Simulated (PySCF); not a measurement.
# How methods differ on the ionisation energy of Cl(7+)

Cl(7+) [Ne] → Cl(8+) [He] 2s2 2p5 [2p1/2^2 2p3/2^3, M_J = 3/2], as a difference of total energies. All numbers are calculated (PySCF 2.14, the two-component X2C-1e Hamiltonian, in an even-tempered Gaussian basis (19 s from 0.78 bohr⁻², ratio 2.4; 12 p from 1 bohr⁻², ratio 2.4; 5 d from 7.4 bohr⁻², ratio 2.6; 5 f from 11 bohr⁻², ratio 2.6)). Correlated levels: nothing frozen; the 36 highest virtual spinors dropped. "Screened" scales the spin-orbit matrix elements by Boettger's factors to mimic the two-electron term; Breit and QED terms are absent.

| method | ionisation energy (eV) | error (eV) |
| --- | --- | --- |
| GHF (spin-free) | 347.33 | -0.98 |
| GMP2 (spin-free) | 348.78 | +0.47 |
| GHF (screened spin-orbit) | 346.74 | -1.57 |
| GMP2 (screened spin-orbit) | 348.19 | -0.12 |

Reference: 348.31 eV (measured; NIST Atomic Spectra Database, ionization energies).
